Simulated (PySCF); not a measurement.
# Computed structure and properties of [HgCl3(NH3)]−

System: [HgCl3(NH3)]− (singlet; a saddle point, relaxed within its symmetry); start: displaced along the imaginary mode (C3). Method: PySCF 2.14.0, RKS PBE0, Hg def2-SVP with ECP60, Cl def2-SVP, N def2-SVP, H def2-SVP; non-relativistic Hamiltonian with scalar-relativistic core potentials where named; density fitting; no spin-orbit coupling.

Input of the relaxation:

```python
mol = gto.M(atom='''
Hg     0.05274    -0.05274     0.05274
Cl     1.14838     1.88516     1.15232
Cl    -1.88516    -1.15232     1.14838
Cl     1.15232    -1.14838    -1.88516
N     -1.44390     1.44390    -1.44390
H     -1.85556     2.20911    -0.86030
H     -0.86030     1.85556    -2.20911
H     -2.20911     0.86030    -1.85556''',
    basis={'Hg': 'def2-SVP', 'Cl': 'def2-SVP', 'N': 'def2-SVP', 'H': 'def2-SVP'},
    ecp={'Hg': 'def2-SVP'},
    charge=-1, spin=0)
mf = dft.RKS(mol, xc='PBE0')
mf.grids.atom_grid = (50, 194)
mf = mf.density_fit()  # fitting sets: Hg def2-universal-JKFIT, Cl def2-universal-JKFIT, N def2-universal-JKFIT, H def2-universal-JKFIT
mf.conv_tol = 1e-08; mf.max_cycle = 55
mf.kernel(dm0)  # dm0: converged density of the start geometry
# quasi-Newton relaxation in Cartesian coordinates to a largest gradient under 0.00045 Eh/bohr, steps kept in the point group
```

Run from Python with OMP_NUM_THREADS=2; the lines above give its settings. Where DIIS fails, smearing, a level shift and second-order steps follow.
It took 68 s on 2 threads of Arm Neoverse V2 (shared host), from the converged density of the start.

Course of the relaxation:

```tsv
step	energy above end (eV)	largest force component within the symmetry (eV/Å)
0	0.0952	0.875
1	0.0345	0.105
2	0.0317	0.038
3	0.0297	0.220
4	0.0277	0.105
5	0.0231	0.042
6	0.0229	0.474
7	0.0169	0.013
11	0.0071	0.111
12	0.0034	0.102
13	0.0014	0.055
14	0.0009	0.205
15	0.0004	0.020
16	0.0000	0.004
```
(The steps between are left out.)

Relaxed geometry (C3):

```xyz
8

Hg    0.0395   -0.0395    0.0395
Cl    0.9892    1.8992    1.2668
Cl   -1.8992   -1.2668    0.9892
Cl    1.2668   -0.9892   -1.8992
N    -1.4332    1.4332   -1.4332
H    -1.4264    2.3782   -1.0591
H    -1.0591    1.4264   -2.3782
H    -2.3782    1.0591   -1.4264
```

```tsv
contact	Å
Hg1–Cl2 (Cl)	2.483
Hg1–Cl3 (Cl)	2.483
Hg1–Cl4 (Cl)	2.483
Hg1–N5 (NH3)	2.551
```

On the finer grid (75, 302):

```json
{"HOMO": "-2.88 eV", "LUMO": "2.96 eV", "Dipole about the centre of mass": "4.47 D", "Set of Mulliken populations of Hg1 outside the core potential": "s 2.82, p 6.73, d 10.02, f 0.01", "D3(BJ) dispersion energy (not in the energies)": "-0.224 eV"}
```

| atom | Mulliken (e) | Löwdin (e) | spin (e) |
| --- | --- | --- | --- |
| Hg1 | 0.43 | -0.18 | 0.00 |
| Cl2 | -0.52 | -0.33 | 0.00 |
| Cl3 | -0.52 | -0.33 | 0.00 |
| Cl4 | -0.52 | -0.33 | 0.00 |
| N5 | -0.25 | -0.03 | 0.00 |
| H6 | 0.13 | 0.07 | 0.00 |
| H7 | 0.13 | 0.07 | 0.00 |
| H8 | 0.13 | 0.07 | 0.00 |

On the grid (50, 194), as all that follows. Harmonic modes: 2 unstable, so a saddle point once the symmetry is let go (counted below −25 cm⁻¹); lowest -68 cm⁻¹ (negative: unstable), highest 3690 cm⁻¹, zero-point energy 1.063 eV.

Taking off one Cl (charge -1, singlet; the rest: singlet) in vacuum, both parts rigid, costs 3.29 eV; the small basis without counterpoise inflates it.

Rigid scan of Cl along the line from its metal:

(distance to Cl2 (Å), energy (eV)): (2.18, 0.533), (2.28, 0.202), (2.38, 0.044), (2.48, 0.000), (2.58, 0.034), (2.68, 0.117), (2.88, 0.365), (3.18, 0.796), (3.58, 1.313), (4.08, 1.799)

Taking off one NH3 (charge 0, singlet; the rest: singlet) in vacuum, both parts rigid, costs 0.41 eV; the small basis without counterpoise inflates it.

Rigid scan of NH3 along the line from its metal:

```csv
distance to N5 (Å),energy (eV)
2.25,0.186
2.35,0.070
2.45,0.015
2.55,0.000
2.65,0.011
2.75,0.037
2.95,0.112
3.25,0.228
3.65,0.344
4.15,0.430
```

One start shape was tried, so this needn't be the lowest isomer.
